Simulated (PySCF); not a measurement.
# B²⁺ (boron, charge +2): UHF calculation

Configuration: [He] 2s1, 2S determinant. Computed with PySCF 2.14 in aug-cc-pwCVTZ, with no relativity, point nucleus.

- Total energy: -23.375393 hartree
- One-electron energy: -27.7458 hartree
- Hartree (Coulomb) energy: 7.6011 hartree
- Exchange energy: -3.2306 hartree
- Kinetic energy: 23.37503 hartree
- ⟨S²⟩: 0.7500
- ⟨L²⟩: 0.000
- Sum of ⟨r⟩: 2.287 bohr
- Sum of ⟨r²⟩: 3.415 bohr²
- Density at the nucleus (Gaussians lack the cusp): 68.7 bohr⁻³
- Spin density at the nucleus: 2.43 bohr⁻³
- Langevin diamagnetic susceptibility: -2.70 ×10⁻⁶ cm³/mol

| shell | electrons | mean orbital energy (eV) | rms radius, mean of both spins (bohr) |
| --- | --- | --- | --- |
| 1s α | 1 | -240.54 | 0.377 |
| 1s β | 1 | -238.79 | 0.377 |
| 2s α | 1 | -37.821 | 1.77 |
